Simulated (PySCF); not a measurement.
Vertical excitations of a molecule C₆H₇, multiplicity 2 from PySCF 2.14.0 with TDA-PBE/def2-SVPD, as energy in eV (oscillator strength): 2.07 (0.002), 2.80 (0.001), 3.38 (0.004), 4.30 (0.004), 4.75 (0.133), 4.87 (0.001), 5.03 (0.000), 5.31 (0.001), 5.41 (0.001), 5.56 (0.008). The structure is a stationary point at PBE-D3(BJ)/def2-SVP. One conformer was computed; it need not be the lowest.

Question: Which molecule gave these data?
A) [CH]1C=CC=CC1
B) [C]1=CC=CCC1
C) [C]1=CCCC=C1

Answer: C, [C]1=CCCC=C1
